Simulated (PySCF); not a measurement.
**Electron correlation in Ar⁺ (argon, charge +1)**

[Ne] 3s2 3p5, 2P determinant. Computed with PySCF 2.14 in aug-cc-pV(Q+d)Z with one added diffuse shell each of s, p, d, f, g type (8s7p6d4f3g, 114 functions), with no relativity, point nucleus. Frozen: [Ne]; 7 electrons correlated.

MP2 pair energies summed by pair of shells (mhartree):

```tsv
pair	energy	share (%)
3p-3p	-115.23	62.1
3s-3p	-60.10	32.4
3s-3s	-10.26	5.5
```

Total MP2 correlation energy: -185.59 mhartree.

Same-spin part -40.21 and opposite-spin part -145.38 mhartree; SCS-MP2 scales them by 1/3 and 6/5 to -187.86 mhartree.
